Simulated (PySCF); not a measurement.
**Nuclear quadrupole coupling in `C=C(C)COC(F)F`**

Species: C5H8F2O.
Z-matrix (Å and degrees, GFN2-xTB geometry), rows numbered from 1:
```
C 
C   1  1.3237
C   2  1.4962  1  123.76
C   2  1.5083  1  121.66  3   179.09
O   4  1.4353  2  112.11  1  -116.74
C   5  1.3439  4  114.49  2    67.79
F   6  1.3648  5  111.59  4    79.16
F   6  1.3400  5  108.76  4  -164.37
H   1  1.0766  2  121.60  3     1.13
H   1  1.0772  2  122.07  3   180.00
H   3  1.0897  2  109.83  1  -112.04
H   3  1.0860  2  111.19  1     8.48
H   3  1.0890  2  109.97  1   129.78
H   4  1.0954  2  111.31  1     6.42
H   4  1.0921  2  110.61  1   128.17
H   6  1.1081  5  114.87  4   -42.32
```

Field gradients from the PBE0/pcSseg-1 density (PySCF, non-relativistic), principal values in atomic units, ordered |Vxx| ≤ |Vyy| ≤ |Vzz|:

```tsv
atom	Vxx	Vyy	Vzz
O5	-0.0951	-1.7930	1.8881
```

Find the asymmetry η = (Vxx − Vyy)/Vzz and the couplings χ = eQV/h (234.96 MHz × Q in barn × V in au), with Q(17O) = −0.0256 b.

```csv
atom,environment,nucleus,η,χzz (MHz),χxx (MHz),χyy (MHz)
O5,ether oxygen,17O,0.90,-11.36,0.57,10.79
```

What is Vzz at O5 in SI units (1 au = 9.71736 × 10²¹ V/m²)?

1.8881 au = 18.348 × 10²¹ V/m².

Were the hydrogens deuterons (Q(2H) = 0.00286 b), χzz would run from 167 kHz (H16) to 226 kHz (H9 and H10).

Geometry: GFN2-xTB, one conformer, isolated molecule. GFN2-xTB bond lengths can be off by several hundredths of an ångström, more for odd bonds, and the gradients follow them. These gradients aren't converged with respect to the basis.
